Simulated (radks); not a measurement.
Values are calculated unless marked as measured or tabulated.
Q: Coherent X-ray form factor from a spherical all-electron density. Code: a radial shooting solver on a logarithmic mesh with Libxc functionals. Model: Dirac Kohn-Sham, PBEsol, spin-unpolarised, spherical densities, finite nucleus; Fermi nuclear charge, rms radius of each element as measured or else 0.836 A^(1/3) + 0.57 fm.

sin(theta)/lambda (1/angstrom)  f0 (electrons)
0.05                                    30.319
0.1                                     28.705
0.15                                    26.797
0.2                                     24.902
0.25                                    23.096
0.3                                     21.380
0.4                                     18.190
0.5                                     15.368
0.6                                     12.996
0.8                                      9.639
1                                        7.731
1.25                                     6.444
1.5                                      5.623
2                                        4.254

The species is in the configuration that NIST lists as its ground one. Which atom or ion scatters so?

A: Neutral gallium, [Ar] 3d10 4s2 4p1. Extrapolating in s^2 from the first two rows gives f0(0) = 30.9, near the electron count 31; among species with that count, the fall with angle is slower the higher Z, and the table is that of Z = 31; from so few rows the species is fixed only to a neighbour or two.
